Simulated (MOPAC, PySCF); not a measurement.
C$_{2}$H$_{3}$NSi, SMILES `C=[SiH]C#N`, neutral singlet in the gas phase. 

Cartesian coordinates (Å):
SMILES: C(#N)[SiH]=C
```xyz
7

C     -1.2783    -0.4430    -0.0468
Si     0.0724     0.5819    -0.0670
C      1.7526    -0.0979     0.1524
N      2.8210    -0.5111     0.2893
H     -1.1867    -1.5114     0.0941
H     -2.2829    -0.0625    -0.1748
H      0.0741     2.0355    -0.2486
```
Charge 0, spin multiplicity 1.

All levels are single points at this geometry (B3LYP-D3(BJ)/def2-TZVP); Pople sets use spherical d functions. Orbital energies aren't observables, and empty levels follow the basis.

B3LYP-D3(BJ)/def2-TZVP in PySCF gives HOMO (eV) = -7.07.

Estimate the HOMO (eV) from each of these levels: B3LYP/3-21G in PySCF; B3LYP/6-31G* in PySCF; BP86/6-31G* in PySCF; M06-2X/6-31G* in PySCF; PBE/6-31G* in PySCF; SVWN5/6-31G* in PySCF; HF/3-21G in PySCF; HF/6-31G* in PySCF; AM1 in MOPAC; PM3 in MOPAC; PM6 in MOPAC; PM7 in MOPAC.


| level | HOMO (eV) |
|---|---|
| B3LYP/3-21G in PySCF | -6.92 |
| B3LYP/6-31G* in PySCF | -6.86 |
| BP86/6-31G* in PySCF | -6.22 |
| M06-2X/6-31G* in PySCF | -8.12 |
| PBE/6-31G* in PySCF | -6.13 |
| SVWN5/6-31G* in PySCF | -6.27 |
| HF/3-21G in PySCF | -9.15 |
| HF/6-31G* in PySCF | -9.10 |
| AM1 in MOPAC | -9.52 |
| PM3 in MOPAC | -8.93 |
| PM6 in MOPAC | -8.57 |
| PM7 in MOPAC | -10.24 |
